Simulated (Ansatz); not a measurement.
Relaxation of C₂H₃AlF₂ (8 atoms, charge 0, multiplicity 1), to a largest force component of 0.015 eV/Å in at most 40 steps.

These are results of RKS revPBE-D4/def2-SVP in Ansatz 0.2.0, not measurements.

```xyz
8
Properties=species:S:1:pos:R:3:forces:R:3
F -1.605 0.578 -0.196 -0.82 0.50 0.21
C -0.721 0.825 0.805 -1.44 -0.58 -1.90
C 0.454 0.214 0.654 1.87 0.21 1.64
F 0.623 -0.559 -0.445 0.30 0.03 0.25
Al 1.703 0.638 2.192 -0.24 -0.78 -1.40
H -1.109 1.483 1.570 0.04 0.38 0.63
H 3.114 0.027 2.158 0.84 -0.36 -0.01
H 1.305 1.528 3.375 -0.55 0.60 0.58
```

Q: Where does it end, and by what steps?

A: The forces met the threshold. After 6 steps the energy has fallen by 0.351 eV; F4 moved furthest, 0.19 Å.

```tsv
step	energy less start (eV)	largest force component (eV/Å)	accepted
0	0.0000	1.900	yes
1	-0.2922	1.101	yes
2	-0.3372	0.496	yes
3	-0.3500	0.173	yes
4	-0.3492	0.164	no
5	-0.3513	0.024	yes
6	-0.3513	0.005	yes
```

```xyz
8
Properties=species:S:1:pos:R:3
F -1.719 0.623 -0.206
C -0.793 0.816 0.746
C 0.449 0.261 0.723
F 0.777 -0.543 -0.332
Al 1.744 0.603 2.165
H -1.127 1.473 1.566
H 3.196 -0.056 2.106
H 1.238 1.556 3.346
```

Whether the end is a true minimum wasn't checked by a vibrational analysis.

The run took 14 s on 1 thread of Intel(R) Xeon(R) Platinum 8375C CPU @ 2.90GHz (Ice Lake) (shared host), peak memory 0.14 GiB.
